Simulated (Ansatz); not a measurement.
Harmonic frequencies (cm⁻¹) at PBE0-D4/def2-TZVP from Ansatz: 117, 132, 204, 348, 528, 578.

Task: Which molecule is it?
A. `[O][Si](O)(Cl)Cl`•
B. `Cl[Si](Cl)I`•
C. `[CH2]Br`•
D. `[SH][In][Br]`•

Result: B.
